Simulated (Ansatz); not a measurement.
C₃H₉FSi₂, SMILES F[C@]1([SiH3])C[C@H]1[SiH3].

Geometry: r2SCAN-D4/def2-SVP. The structure was generated by enumeration; whether it is a known compound was not checked.

Two levels are set side by side: PBE/def2-SVPD (Ansatz, a quantum-chemistry and plane-wave program) and CAM-B3LYP/def2-SVPD (Ansatz). Energy differences of separate SCF runs at the same geometry; the states with an electron removed or added have multiplicity 2 and 2. Differences are taken from unrounded values.

```json
[
 {"quantity": "vertical ionisation energy (eV)", "CAM-B3LYP": "10.22"},
 {"quantity": "vertical singlet–triplet gap (eV)", "CAM-B3LYP": "7.47"}
]
```

Problem. What does PBE give, and how far is it from CAM-B3LYP? (Estimate from the structure and the level; the computed values follow.)

Solution. 
| quantity | PBE | PBE minus CAM-B3LYP |
|---|---|---|
| vertical ionisation energy (eV) | 9.67 | -0.55 |
| vertical singlet–triplet gap (eV) | 6.53 | -0.94 |
